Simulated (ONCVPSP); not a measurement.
**lutetium: one change to an ONCV potential, before and after**

lutetium, optimised norm-conserving Vanderbilt (ONCV), made with ONCVPSP 4.0.1 (PBE, scalar-relativistic). Core [Kr] 4d10, reference 4f14 5s2 5p6 5d1 6s2. Waves: 5s+6s: rc 2.00 bohr, ncon 4, nbas 8, qcut 5.6 1/bohr, 2 projectors; 5p: rc 1.55 bohr, ncon 3, nbas 6, qcut 4.6 1/bohr, 2 projectors, debl 0.9 Ha; 5d: rc 2.05 bohr, ncon 5, nbas 8, qcut 5.5 1/bohr, 3 projectors, debl 2.4 Ha; 4f: rc 1.00 bohr, ncon 3, nbas 8, qcut 16.4 1/bohr, 2 projectors, debl 2.4 Ha. Local part: polynomial inside 0.65 bohr (lpopt 5, dvloc0 0 Ha). Core correction: none.

In the p channel the program set the typed energies aside and used -1.164, 0.250 Ha.

Change: non-relativistic. In the p channel the program set the typed energies aside and used -1.107, 0.250 Ha.

Cutoffs: the cutoffs (Ha) at which the residual kinetic energy of the hardest occupied pseudo-wave falls to 1 and 0.1 mHa per electron; they do not see the model core or the augmentation charge, which bear on the density cutoff. Errors are all-electron minus pseudo energies relative to the spin-unpolarised reference configuration.

Problem. Predict the effect on cutoff, ghosts and configuration errors.

Solution. The potential gets neither clearly harder nor softer (117 Ha and 128 Ha → 118 Ha and 128 Ha); both files keep a bound ghost (p, s); of the 3 tests that both files solve, the error grows in 0 and shrinks in 3 by more than 15 % and 0.3 meV (median size 2.3 → 0.2 meV).

```csv
quantity,base,changed
"cutoff, loose",117 Ha,118 Ha
"cutoff, tight",128 Ha,128 Ha
loose cutoff by channel,"s 11 Ha, p 23 Ha, d 11 Ha, f 117 Ha","s 12 Ha, p 34 Ha, d 11 Ha, f 118 Ha"
bound ghosts,"s, p","s, p"
GHOST(+) flags under 300 eV,d at 247.7 eV,"s at 110.9 eV, d at 242.3 eV"
tests with a reliable result,3 of 4,3 of 4
"error for 4f14 5s2 5p6 5d1 6s1, meV [ΔE 7.37 → 6.63 eV]",-2.3,-0.2
"error for 4f14 5s2 5p6 5d1 6s0, meV [ΔE 20.65 → 18.74 eV]",-7.8,-1.2
"error for 4f14 5s2 5p6 5d1 6s1.5, meV [ΔE 2.99 → 2.67 eV]",-0.8,0.0
s: phases at 2.04 bohr within 0.05 rad from the reference energy up to (Ha; the scan ends near 5),4.0,3.6
p: phases at 1.57 bohr within 0.05 rad from the reference energy up to (Ha; the scan ends near 5),to the end of the scan,to the end of the scan
d: phases at 2.08 bohr within 0.05 rad from the reference energy up to (Ha; the scan ends near 5),to the end of the scan,to the end of the scan
f: phases at 1.02 bohr within 0.05 rad from the reference energy up to (Ha; the scan ends near 5),to the end of the scan,to the end of the scan
```

 A true bound ghost makes a file unfit for plane-wave use even where its test errors are small: the radial tests pick states by their node count and pass the ghost by.
